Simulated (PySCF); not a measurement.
C6H8FOS (doublet state).
Z-matrix (Å and degrees, GFN2-xTB geometry), rows numbered from 1:
```
C 
S   1  1.8430
O   2  1.4620  1  106.85
C   2  1.8410  1   92.81  3   106.41
C   4  1.5178  2  128.87  1   -49.07
C   5  1.5117  4   77.06  2  -178.25
C   6  1.5469  5   85.80  4    43.89
C   6  1.5398  5   87.17  4   -42.07
F   8  1.3677  4  116.69  2   -67.59
H   1  1.0846  2  109.27  3   -51.35
H   1  1.0851  2  107.94  3    68.53
H   1  1.0838  2  108.05  3  -171.98
H   5  1.0745  4  127.57  2   -50.17
H   6  1.0813  5  128.58  4  -179.59
H   7  1.0906  4  116.32  2   -67.87
H   7  1.0849  4  116.05  2    66.49
H   8  1.0915  4  118.88  2    63.42
```

The hyperfine couplings belong to this conformer and change with its torsions.

As a line formula: `C[S@@](=O)[C@]12[CH][C@H](C1)[C@H]2F` [radical].

Method: PySCF 2.14.0, UKS B3LYP, pcH-1 on C F H O S, non-relativistic, mean-field spin-orbit, GIAO. Geometry: GFN2-xTB, one conformer, isolated molecule. The geometry wasn't refined by DFT: couplings that depend on bond lengths, twists or pyramidal angles can differ widely from those at the functional's own minimum. Stability of the SCF solution: not tested.

Principal values of hyperfine tensors in MHz (contact, dipolar and spin–orbit terms together), for some of the nuclei:

```
atom  isotope      A1      A2      A3
  C5      13C  176.43  180.15  410.93
  C7      13C  120.83  121.88  137.19
 H15       1H   73.96   75.53   83.09
  C8      13C   53.64   53.84   63.05
  C6      13C  -20.80  -17.41  -10.85
 H13       1H  -27.90    3.35   45.96
  F9      19F   -5.98   -1.37   21.52
 H10       1H   -3.49   -2.75    9.05
```

(1) Split each tensor into its isotropic and traceless parts, and turn a_iso into mT with g = 2.0026.

(2) What spin density at the nucleus of H15 lies behind its contact coupling (g_N = 5.58569)?

(3) C4 (13C, g_N = 1.40482) isn't in the table. Its spin density at the nucleus is -0.01434 bohr⁻³. What is its contact coupling?

(4) Which nucleus of the table has the largest anisotropic coupling, and what is its form?

(5) In a single crystal, with the field along each principal axis of the tensor of H15 in turn, what first-order splitting does this nucleus give (isotropic g, quadrupole terms neglected)?

Results:

(1) a_iso is a third of the trace, T = A − a_iso, and a(mT) = a(MHz)/(g × 13.996). The tensors hold a spin–orbit part: the run splits a_iso into a_FC + a_SO, and T includes its anisotropic share.

```csv
atom,a_iso (MHz),a_FC,a_SO,a_iso (mT),T1,T2,T3
C5,255.84,255.95,-0.11,9.128,-79.41,-75.69,155.09
C7,126.64,126.64,-0.01,4.518,-5.81,-4.75,10.56
H15,77.53,77.53,0.00,2.766,-3.57,-1.99,5.56
C8,56.84,56.85,-0.01,2.028,-3.20,-3.00,6.20
C6,-16.35,-16.36,0.01,-0.583,-4.45,-1.06,5.50
H13,7.14,7.12,0.01,0.255,-35.03,-3.79,38.82
F9,4.72,4.70,0.02,0.169,-10.70,-6.10,16.80
H10,0.94,0.94,0.00,0.033,-4.42,-3.69,8.11
```

(2) a_FC = 800.24 MHz bohr³ × g_N × ρ(0)/(2S). With a_FC = 77.53 MHz and 2S = 1, ρ(0) = 0.01734 bohr⁻³. In magnitude that is 5.4 % of the 1/π = 0.318 of a free hydrogen atom.

(3) By the same relation, a_FC = -16.12 MHz. Its full tensor has the principal values -20.76, -17.39, -10.19 MHz.

(4) C5: -79.4, -75.7, 155.1 MHz (the dipolar term alone has -79.3, -75.6, 155.0), nearly axial, close to the ratio −1:−1:+2, the form that spin in one p orbital centred on that nucleus gives.

(5) 2 lines (I = 1/2), spaced by |A_i|/(g × 13.996): 2.64, 2.69, 2.96 mT along the axes of A1, A2 and A3.
